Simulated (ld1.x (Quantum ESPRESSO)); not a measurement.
**Before and after: TM potential for gallium**

Ga, norm-conserving Troullier–Martins (Kleinman–Bylander form), made with ld1.x (Quantum ESPRESSO) 7.5 (PBEsol, scalar-relativistic). Core [Ar] 3d10, reference 4s2 4p1. Waves: 4p (bound): rc 2.25 bohr; 4s (bound): rc 1.65 bohr. Local part: the s channel. Core correction: Bessel-smoothed model core inside 1.40 bohr.

All-electron outer shells of the reference configuration (PBEsol, scalar-relativistic, ld1.x):

```csv
shell,level (eV),outermost node (bohr),outermost maximum (bohr)
3p,-98.68,0.24,0.56
3d,-19.16,–,0.53
4s,-8.96,0.81,1.90
4p,-2.57,0.87,2.53
```

Change: core correction none.

Cutoffs: the cutoffs (Ry, on a coarse ladder) from which the occupation-weighted sum of valence levels, in a spherical-Bessel basis at the reference potential, stays within 10 and 1 mRy of its value at 400 Ry; they do not see the model core or the augmentation charge, which bear on the density cutoff. Errors are all-electron minus pseudo energies relative to the spin-unpolarised reference configuration.

Problem. What does the change do?

Solution. The potential gets neither clearly harder nor softer (15 Ry and 35 Ry → 15 Ry and 35 Ry); of the 7 tests that both files solve, the error grows in 0 and shrinks in 6 by more than 15 % and 0.3 meV (median size 19.0 → 1.5 meV); neither file shows a bound ghost.

```tsv
quantity	base	changed
cutoff, loose	15 Ry	15 Ry
cutoff, tight	35 Ry	35 Ry
bound ghosts	none	none
error for 4s2 4p0, meV [ΔE 5.68 eV]	-12	-3.2
error for 4s1 4p0, meV [ΔE 26.82 eV]	-190	+0.9
error for 4s2 4p0.5, meV [ΔE 2.03 eV]	-1.8	-0.7
error for 4s1 4p1, meV [ΔE 13.08 eV]	-52	+1.5
error for 4s0 4p3, meV [ΔE 13.39 eV]	-75	+58
error for 4s2 4p1.3, meV [ΔE -0.53 eV]	-0.1	+0.1
error for 4s1 4p2, meV [ΔE 6.55 eV]	-19	+11
s: phases at 2.45 bohr within 0.05 rad from the reference energy up to (Ry; the scan ends near 5)	3.0	3.0
p: phases at 2.45 bohr within 0.05 rad from the reference energy up to (Ry; the scan ends near 5)	to the end of the scan	to the end of the scan
```
